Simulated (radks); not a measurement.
Task: All-electron atom: neutral manganese in [Ar] 3d5 4s2. Calculated with a radial shooting solver on a logarithmic mesh with Libxc functionals: non-relativistic Kohn-Sham, Slater X-alpha with alpha = 0.621, spin-polarised, spherical densities, point nucleus; open shells are filled with parallel spins first. Some entries of the table are withheld. Estimate them.

orbital  occ.  eigenvalue (eV)  <1/r> (bohr^-1)
1s up       1        -6342.697            24.46
1s down     1        -6342.685            24.46
2s up       1        -726.1496            5.194
2s down     1        -723.8874            5.205
2p up       3        -622.1745            5.151
2p down     3        -620.4506            5.160
3s up       1         -83.0404            1.636
3s down     1         -77.7877            1.630
3p up       3              (1)            1.512
3p down     3              (2)            1.503
3d up       5          -6.8926            1.131
4s up       1              (3)           0.4276
4s down     1              (4)           0.3703
3d down     0          -2.3094            1.044

Result: 
(1) 3p up eigenvalue (eV): -53.5732
(2) 3p down eigenvalue (eV): -48.4007
(3) 4s up eigenvalue (eV): -4.5926
(4) 4s down eigenvalue (eV): -3.2786
